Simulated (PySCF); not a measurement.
PySCF 2.14 output of an unrestricted r2SCAN calculation on a single atom or ion in x2c-QZVPPall (13s9p7d4f1g, 112 functions), with scalar relativity by spin-free X2C-1e:

```
SCF conv_tol = 1e-09
number electrons alpha = 25  beta = 24
    J. W. Furness, A. D. Kaplan, J. Ning, J. P. Perdew, and J. Sun.,  J. Phys. Chem. Lett. 11, 8208-8215 (2020)
    J. W. Furness, A. D. Kaplan, J. Ning, J. P. Perdew, and J. Sun.,  J. Phys. Chem. Lett. 11, 9248-9248 (2020)
    J. W. Furness, A. D. Kaplan, J. Ning, J. P. Perdew, and J. Sun.,  J. Phys. Chem. Lett. 11, 8208-8215 (2020)
    J. W. Furness, A. D. Kaplan, J. Ning, J. P. Perdew, and J. Sun.,  J. Phys. Chem. Lett. 11, 9248-9248 (2020)
cycle= 1 E= -6479.87734784363  delta_E= -0.017  |g|= 0.0369  |ddm|= 0.369
cycle= 2 E= -6479.87745012296  delta_E= -0.000102  |g|= 0.0151  |ddm|= 0.0371
cycle= 3 E= -6479.87745941065  delta_E= -9.29e-06  |g|= 0.0038  |ddm|= 0.00612
cycle= 4 E= -6479.87746105228  delta_E= -1.64e-06  |g|= 0.00107  |ddm|= 0.00325
cycle= 5 E= -6479.87746122888  delta_E= -1.77e-07  |g|= 7.81e-05  |ddm|= 0.000965
cycle= 6 E= -6479.87746123231  delta_E= -3.43e-09  |g|= 8.91e-06  |ddm|= 0.000197
cycle= 7 E= -6479.87746123236  delta_E= -5.46e-11  |g|= 1.34e-06  |ddm|= 4.32e-05
converged SCF energy = -6479.87746123236  <S^2> = 0.75389262  2S+1 = 2.0038888
```

The run itself started from symmetry-adapted Hartree-Fock orbitals and held the occupation by maximum overlap, on a logarithmic radial grid, so the iterations belong to that start.

Problem. Which element, charge and spin multiplicity is this?

Solution. Sb²⁺ (antimony, charge +2), multiplicity 2; the state was [Kr] 4d10 5s2 5p1, 2P determinant.
